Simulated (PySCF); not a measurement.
C₂HF₂O₂, SMILES OC(=O)[C](F)F, multiplicity 2.

Geometry: TPSSh-D3(BJ)/def2-SVP. The geometry has at least one imaginary mode, so it is a saddle point at that level. The isomer is the one that the SMILES or the coordinates give; other isomers of the formula were not compared. The values are those of a single conformer.

All values below come from PySCF with SMD-M06-2X/6-31G*.

Solvation free energies are E(SMD) − E(gas) at the gas-phase geometry, for 1 M in both phases. In vacuum the dipole moment is 1.44 D.

Computed solvation free energies in water, dimethylsulfoxide, dichloromethane:
```
solvent            ΔG(solv) (kcal/mol)  its non-electrostatic (CDS) part  dipole (D)
-----------------  -------------------  --------------------------------  ----------
water                             -4.0                               5.3        1.94
dimethylsulfoxide                 -3.9                               0.1        1.67
dichloromethane                   -3.5                               1.0        1.69
```
